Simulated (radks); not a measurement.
Au, 79 electrons, occupied as [Xe] 4f14 5d10 6s1 (the NIST ground configuration).

Method: Dirac Kohn-Sham, LDA (Slater exchange, Perdew-Zunger correlation), spin-unpolarised, spherical densities, finite nucleus; Fermi nuclear charge, rms radius 5.4371 fm; computed with a radial shooting solver on a logarithmic mesh with Libxc functionals.

Energy parts (eV):
part                       energy
total                  -517921.42
kinetic                 594424.91
electron-nucleus      -1304400.68
Hartree                 201708.93
exchange-correlation     -9654.58

Orbitals (lengths in bohr, moments of r in powers of bohr; r(90%) holds 90 % of the orbital's charge):
| orbital | occ. | eigenvalue (eV) | r(90%) |
|---|---|---|---|
| 1s1/2 | 2 | -80545.09 | 0.0309 |
| 2s1/2 | 2 | -14202.61 | 0.110 |
| 2p1/2 | 2 | -13628.40 | 0.0967 |
| 2p3/2 | 4 | -11794.90 | 0.108 |
| 3s1/2 | 2 | -3351.565 | 0.270 |
| 3p1/2 | 2 | -3091.648 | 0.262 |
| 3p3/2 | 4 | -2687.154 | 0.283 |
| 3d3/2 | 4 | -2252.184 | 0.257 |
| 3d5/2 | 6 | -2165.164 | 0.263 |
| 4s1/2 | 2 | -726.7120 | 0.585 |
| 4p1/2 | 2 | -615.6824 | 0.595 |
| 4p3/2 | 4 | -518.4290 | 0.644 |
| 4d3/2 | 4 | -335.9304 | 0.675 |
| 4d5/2 | 6 | -317.8146 | 0.692 |
| 4f5/2 | 6 | -83.4987 | 0.796 |
| 4f7/2 | 8 | -79.6829 | 0.807 |
| 5s1/2 | 2 | -108.4374 | 1.33 |
| 5p1/2 | 2 | -72.2510 | 1.45 |
| 5p3/2 | 4 | -55.5766 | 1.61 |
| 5d3/2 | 4 | -8.0872 | 2.49 |
| 5d5/2 | 6 | -6.5494 | 2.65 |
| 6s1/2 | 1 | -6.1007 | 4.28 |
| 6p1/2 | 0 | -1.3304 | 6.68 |
| 6p3/2 | 0 | -0.7614 | 8.02 |

The highest occupied level is 6s1/2 at -6.101 eV. The density falls to 0.001 e/bohr^3 at r = 4.28 bohr. The electron density at the nucleus is 2.134e+06 e/bohr^3.

Run on one thread of a shared host, so times are rough (Intel(R) Xeon(R) Platinum 8375C CPU @ 2.90GHz): 0.18 s of CPU time, 0.18 s wall, 16 iterations on 2440 mesh points.
